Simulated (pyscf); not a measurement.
PySCF, gas phase, ωB97X-D3(BJ)/def2-SVP geometries.

**Question.** What is the homolytic dissociation enthalpy (298 K, ωB97M-D3(BJ)/def2-TZVP) of the Ga–P bond of HP=P–GaH₂, to •P=PH + GaH₂•?

**Answer.** Ga–P to •P=PH + GaH₂•: 250.0 kJ/mol. The 7 functionals that were run give +240.9 (B3LYP-D3(BJ)) to +283.1 kJ/mol (ωB97X-D3(BJ)). The radicals are drawn with the spin at the cut bond; how far it spreads was not checked. HP=P–GaH₂ lies 37.6 kJ/mol over its isomer cyclic H₃GaP₂ (SMILES [PH]1[PH][GaH]1) (electronic energy, ωB97M-D3(BJ)). Elements up to Kr have no core potential and no relativistic terms here.
